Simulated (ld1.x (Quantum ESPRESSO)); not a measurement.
## An all-electron radial function and its pseudo partner (gadolinium)

Columns: radius, all-electron u(r) and pseudo u(r) of the 6s shell (level -3.88 eV) of gadolinium in the configuration [Kr] 4d10 4f7 5s2 5p6 5d1.5 6s1.5 6p0; PBE, scalar-relativistic, PAW scheme, ld1.x (Quantum ESPRESSO) 7.5.

```json
{"r (bohr)": "0.173", "all-electron": "0.1074", "pseudo": "0.2316"}
{"r (bohr)": "0.345", "all-electron": "-0.1063", "pseudo": "0.4268"}
{"r (bohr)": "0.518", "all-electron": "-0.1223", "pseudo": "0.5601"}
{"r (bohr)": "0.690", "all-electron": "0.0583", "pseudo": "0.6149"}
{"r (bohr)": "0.862", "all-electron": "0.2060", "pseudo": "0.5918"}
{"r (bohr)": "1.035", "all-electron": "0.2567", "pseudo": "0.5029"}
{"r (bohr)": "1.208", "all-electron": "0.2244", "pseudo": "0.3702"}
{"r (bohr)": "1.380", "all-electron": "0.1416", "pseudo": "0.2188"}
{"r (bohr)": "1.553", "all-electron": "0.0347", "pseudo": "0.0681"}
{"r (bohr)": "1.725", "all-electron": "-0.0763", "pseudo": "-0.0663"}
{"r (bohr)": "1.898", "all-electron": "-0.1816", "pseudo": "-0.1808"}
{"r (bohr)": "2.070", "all-electron": "-0.2742", "pseudo": "-0.2747"}
{"r (bohr)": "2.242", "all-electron": "-0.3524", "pseudo": "-0.3524"}
{"r (bohr)": "2.415", "all-electron": "-0.4164", "pseudo": "-0.4164"}
{"r (bohr)": "2.588", "all-electron": "-0.4665", "pseudo": "-0.4665"}
{"r (bohr)": "2.760", "all-electron": "-0.5040", "pseudo": "-0.5040"}
{"r (bohr)": "2.932", "all-electron": "-0.5306", "pseudo": "-0.5306"}
{"r (bohr)": "3.105", "all-electron": "-0.5479", "pseudo": "-0.5479"}
{"r (bohr)": "3.278", "all-electron": "-0.5572", "pseudo": "-0.5572"}
{"r (bohr)": "3.450", "all-electron": "-0.5596", "pseudo": "-0.5596"}
{"r (bohr)": "3.623", "all-electron": "-0.5563", "pseudo": "-0.5563"}
{"r (bohr)": "3.795", "all-electron": "-0.5483", "pseudo": "-0.5483"}
{"r (bohr)": "3.968", "all-electron": "-0.5362", "pseudo": "-0.5362"}
{"r (bohr)": "4.140", "all-electron": "-0.5211", "pseudo": "-0.5211"}
{"r (bohr)": "4.312", "all-electron": "-0.5035", "pseudo": "-0.5035"}
{"r (bohr)": "4.485", "all-electron": "-0.4839", "pseudo": "-0.4839"}
```

(1) How many radial nodes do the two functions have?

(2) At about which radius was the pseudo-wave matched?

(3) Is the pseudo-wave norm-conserving?

## Answers

(1) The all-electron 6s function has n − l − 1 = 5 (the table is too coarse to show those close to the nucleus); the pseudo-wave has 1, since 1 lower shell of the same l stays in the valence.

(2) 2.30 bohr, where the columns begin to agree (steps of 0.17 bohr).

(3) No, it belongs to a PAW set: the norm inside the radius is not constrained, and the difference is carried by the augmentation charge.
